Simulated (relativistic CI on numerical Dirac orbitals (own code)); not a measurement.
# Ta2+ (5d3) in a crystal field

Calculated by Dirac-Coulomb-Breit CI, orbitals from a KLI potential per configuration, model QED (radiative potential, 1s self-energy scaled to tabulated hydrogen-like ionisation energies), valence Slater integrals scaled by 0.7, one configuration in a parametric crystal field (own radial code).

Field parameters in Wybourne normalisation: D4h B²₀ = −7Ds, B⁴₀ = 21(Dq − Dt), B⁴₄ = 21√(5/14) Dq. The field is a parameter set, without covalency.

S is read from ⟨S²⟩ = S(S + 1).

Levels (cm⁻¹, degeneracy): 0 (2), 108 (2), 4971 (2), 6635 (2), 8925 (2), 9228 (2), 9897 (2), 14733 (2), 15266 (2), 15537 (2), 15659 (2), 16109 (2).

(1) Which field gives this pattern?
A. D4h, 10Dq = 18750, Ds = 2590, Dt = 310 cm⁻¹
B. D4h, 10Dq = 18750, Ds = 1360, Dt = 310 cm⁻¹
C. D4h, 10Dq = 18750, Ds = 3000, Dt = 310 cm⁻¹
D. D4h, 10Dq = 18750, Ds = -1500, Dt = 310 cm⁻¹

## Answers

(1) D. D4h, 10Dq = 18750, Ds = -1500, Dt = 310 cm⁻¹, ground level with S = 1.45.
